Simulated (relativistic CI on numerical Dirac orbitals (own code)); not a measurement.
Racah parameters of the free ion Ni²⁺ from its measured terms

Problem. The configuration 3p6.3d8 of Ni²⁺ has the measured levels 3F: 2269.6 (J = 2), 1360.7 (J = 3), 0.0 (J = 4); 3P: 17230.7 (J = 0), 16977.8 (J = 1), 16661.6 (J = 2); 1D: 14031.6 (J = 2) cm⁻¹ (Corliss and Sugar, J. Phys. Chem. Ref. Data 10, 197 (1981)). Find B and C, and predict the term 1G.

Working.
1. Centres of gravity, weighted by 2J + 1: 3F 993.9, 3P 16830.2, 1D 14031.6 cm⁻¹.
2. 3P − 3F = 15B gives B = 15836.3/15 = 1056 cm⁻¹.
3. 1D − 3F = 5B + 2C gives C = (13037.7 − 5278.8)/2 = 3879 cm⁻¹, and C/B = 3.67.
4. 1G − 3F = 12B + 2C = 20428 cm⁻¹.

Check. The measured centre of 1G lies 22115 cm⁻¹ above that of 3F, so the two-parameter theory misses by -1687 cm⁻¹; fits add the Trees term αL(L + 1) for such residues. In a CI calculation the 3P level holds 15 % of 3p6.3d8 1D, a mixing that shifts it and so biases the parameters. The calculated radial integrals (Dirac-KLI orbitals, unscaled: F² = 98162, F⁴ = 60912 cm⁻¹) give B = F²/49 − 5F⁴/441 = 1313 and C = 35F⁴/441 = 4834 cm⁻¹, so the measured B is 80 % and C 80 % of them. A complex lowers B further; the nephelauxetic ratio is taken against the free-ion value found here.
